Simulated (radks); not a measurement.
Q: Nb35+, configuration [He] 2s2 2p2. Method: Dirac Kohn-Sham, PBE, spin-unpolarised, spherical densities, point nucleus; open shells are shared between the two j in proportion to 2j + 1; computed with a radial shooting solver on a logarithmic mesh with Libxc functionals. Some entries of the table are withheld. Estimate them.

orbital,occ.,eigenvalue (hartree),r(max) (bohr)
1s1/2,2,(1),0.02346
2s1/2,2,(2),0.1290
2p1/2,0.666667,(3),(4)
2p3/2,1.33333,(5),(6)

A: 
(1) 1s1/2 eigenvalue (hartree): -788.7971
(2) 2s1/2 eigenvalue (hartree): -179.1389
(3) 2p1/2 eigenvalue (hartree): -174.3357
(4) 2p1/2 r(max) (bohr): 0.09944
(5) 2p3/2 eigenvalue (hartree): -170.2685
(6) 2p3/2 r(max) (bohr): 0.1029
